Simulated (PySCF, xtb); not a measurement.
Te(OH)(GeH3) (GeH₄OTe), SMILES O[Te][GeH3].

GFN2-xTB (xtb) at its own geometry gives an orbital gap of 3.54 eV and a dipole moment of 1.87 D.

Geometry optimised at PBE0-D3(BJ)/def2-SVP. The structure was generated by enumeration, and PubChem lists no compound with its InChIKey, so it may never have been made. The def2 effective core potentials stand for the cores of Te; spin–orbit coupling is left out. Other conformers were not sampled.

Question: What does B3LYP/def2-TZVPD run with PySCF give? (The exact figures need the calculation; the answer reports its results.)

Answer: gap 3.90 eV (levels -6.21 and -2.31 eV), dipole 1.65 D.
